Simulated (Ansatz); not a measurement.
```tsv
atom	x (Å)	y (Å)	z (Å)
S	0.0000	0.0000	0.0000
O	1.5568	0.0000	0.0000
O	-0.7784	1.3482	0.0000
O	-0.7784	-1.3482	0.0000
```

Basis set: cc-pVDZ (spherical functions). Left uncorrelated: 8 orbitals. Charge 0, multiplicity 1.

Computed with Ansatz (development build ahead of 0.2.0); each method stands on the lowest determinant of its kind that the runs found. Restricted open shells among the atoms or ions are ROHF, correlated in semicanonical orbitals with singles.

The atomization energy at this shape (free ground-state atoms in the same class of orbitals less the molecule, no zero-point energy) of singlet SO3:

```json
{"method": "RHF-MP2", "atomization energy": "1091.3 kJ/mol"}
```

Problem. What does RHF give?

Solution. 191.5 kJ/mol. Caution: the shape is not the minimum.
